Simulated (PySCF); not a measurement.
# Name the molecule from its bond curve

A diatomic of charge 0 contains Tl. Its triplet curve at PBE0 in a triple-zeta basis (scalar-relativistic core potentials, PySCF), in eV from the separated fragments:

(R (Å), E (eV)): (1.985, -0.986), (2.077, -1.349), (2.170, -1.544), (2.239, -1.611), (2.308, -1.629), (2.377, -1.608), (2.470, -1.539), (2.585, -1.410), (2.723, -1.225), (2.908, -0.978)

The fit gives ωe = 407 cm⁻¹ and the rotational constant Bₑ = 0.2427 cm⁻¹.

Question: Which atom is the partner?

Answer: The minimum lies at 2.302 Å, so the reduced mass is 16.8576 u Å² cm⁻¹/(Bₑ·Re²) = 13.11 u. With Tl at 204.97 u the partner weighs about 14.0 u: N. The molecule is TlN.

These are scalar-relativistic numbers at best; spin–orbit coupling would shift them, the dissociation energy most. The state is the lowest determinant that a PBE0 search found; another state may lie lower at other levels.
